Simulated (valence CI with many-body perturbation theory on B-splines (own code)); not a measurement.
## W XXIV: key properties

Level of theory: configuration interaction combined with many-body perturbation theory (CI+MBPT): five valence electrons over a frozen Dirac-Fock core [Kr] 4d10, a basis of 7 s, 7 p, 7 d, 7 f, 4 g, 2 h functions for each j, with the one-electron correlation potential Σ1 (screened to all orders), the two-electron term Σ2, the three-electron term Σ3, Breit, model QED; selected single and double excitations, second order for the rest, scaled by the run's own slope (own B-spline code, finite nucleus).

No measured levels were compared; by estimate terms of the open shell hold to a few per cent of their energy, and close levels can change places. Among the levels kept, up to 1000 cm⁻¹ of a level comes from second order outside the variational space, and about a tenth of that is noise between levels of different J, which matters for small intervals. Only levels of the ground parity were solved; by the run's estimate the other parity begins above the list, which can be wrong where configurations are misplaced.

Names give the largest LS component (configuration and term), which can be under half, so a name can repeat, a term be missing and a line seem to break the LS rules; names also repeat where a configuration has a term twice.

Rates and lifetimes use the calculated energies. Strong lines usually hold to 10 to 20 %, long lifetimes can be off by a factor of two.

(1) What is the ground level?

(2) What is the ionisation energy?

(3) How well does LS coupling describe the low levels?

(4) Name the longest-lived excited levels whose lifetime is computed, and their main decay.

Answers

(1) 4f⁵ ⁶H°_5/2, composition 72 % 4f⁵ ⁶H° + 22 % 4f⁵ ⁴G° + 3 % 4f⁵ ²F°, g = 0.391.

(2) 683.63 eV; NIST lists 685.6 ± 1.6 eV (semi-empirical).

(3) Among the lowest 20 levels the leading LS term, summed over configurations, holds 65 % on average. For single configurations the figures are 65 % in LS and 50 % in jj coupling. Terms mix most in the J = 5/2 level at 46401 cm⁻¹, where the leading one holds 31 %.

(4) 4f⁵ ⁶F°_1/2 at 24007 cm⁻¹ lives 15.6 s, mostly by M1 to 4f⁵ ⁶F°_3/2.
